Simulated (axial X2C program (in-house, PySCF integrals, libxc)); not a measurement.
Spin–orbit effects down a group: molecules with H (ions), PBE0

All values come from calculations with an in-house relativistic program for diatomic molecules, spin-free (one-electron X2C) or two-component (2c: spin–orbit coupling with atomic mean-field Coulomb and Gaunt terms, which also bring small scalar terms), in Dyall basis sets with cores contracted in-house; open shells are unrestricted.

Basis sets: H dyall-av3z, O dyall-av3z, S dyall-av3z, Se dyall-acv3z.

| molecule | spin-free state | Re (Å) | ωe (cm⁻¹) | De (eV) | 2c state | Re 2c (Å) | ωe 2c (cm⁻¹) | De 2c (eV) |
| --- | --- | --- | --- | --- | --- | --- | --- | --- |
| OH⁻ | M_S = 0, Λ = 0 | 0.962 | 3816.9 | 4.79 | Ω = 0 | 0.962 | 3817.3 | 4.80 |
| SH⁻ | M_S = 0, Λ = 0 | 1.348 | 2663.6 | 3.90 | Ω = 0 | 1.348 | 2662.9 | 3.89 |
| SeH⁻ | M_S = 0, Λ = 0 | 1.471 | 2373.1 | 3.52 | Ω = 0 | 1.472 | 2367.7 | 3.48 |

Fragments in 2c: O- + H, S- + H, Se- + H. Each entry is the lowest single determinant of a limited PBE0 search at one distance. De goes to single-determinant-based atoms at the same level (for ions the charge split of lowest energy) and is withheld (n/a) where an atom does not fit its ground term or J level. Main or longest-lived isotopes. Some light 2c atoms are not at their ground J level, so De misses part of their lowering (0.04 eV or less). The functionals have no current term, which raises determinants with orbital currents.
